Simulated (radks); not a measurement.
Neutral krypton inside a hard spherical wall (all orbitals vanish at R), configuration held at [Kr] and not refilled when levels cross. Method: scalar-relativistic Kohn-Sham, r2SCAN, spin-polarised, spherical densities, finite nucleus; meta-GGA in the generalised Kohn-Sham scheme; Fermi nuclear charge, rms radius 4.1884 fm; computed with a radial shooting solver on a logarithmic mesh with Libxc functionals. Eigenvalues in eV for spin up, with the zero of energy where the potential of the charges vanishes at infinity; a dash marks a level that is unbound or too diffuse for the functional's potential to be trusted. A positive occupied level is held by the wall or, in an anion where self-interaction has pushed it up, behind a barrier. The pressure on the wall is -dE/dV.

| R (bohr) | E (hartree) | kinetic (hartree) | e(3p) | e(3d) | e(4s) | e(4p) | e(5s, empty) | e(5p, empty) | pressure (GPa) |
|---|---|---|---|---|---|---|---|---|---|
| free | -2790.72841 | 2854.637 | -199.58 | -82.829 | -23.946 | -9.651 | - | - | 0 |
| 20 | -2790.72841 | 2854.637 | -199.58 | -82.829 | -23.946 | -9.651 | - | - | < 0.0001 |
| 15 | -2790.72841 | 2854.637 | -199.58 | -82.829 | -23.946 | -9.651 | - | - | < 0.0001 |
| 10 | -2790.72840 | 2854.637 | -199.58 | -82.828 | -23.945 | -9.650 | 0.830 | 2.524 | 0.000258 |
| 8 | -2790.72821 | 2854.640 | -199.57 | -82.812 | -23.932 | -9.638 | 1.732 | 4.342 | 0.0123 |
| 6 | -2790.72242 | 2854.692 | -199.30 | -82.540 | -23.719 | -9.426 | 4.656 | 9.357 | 0.670 |
| 5 | -2790.69484 | 2854.894 | -198.46 | -81.708 | -23.096 | -8.773 | 8.945 | 15.625 | 5.48 |
| 4 | -2790.53216 | 2855.852 | -195.41 | -78.687 | -20.907 | -6.322 | 20.264 | 30.107 | 51.9 |
| 3 | -2789.46951 | 2860.675 | -184.84 | -68.242 | -12.783 | 3.343 | 56.592 | 71.731 | 637 |
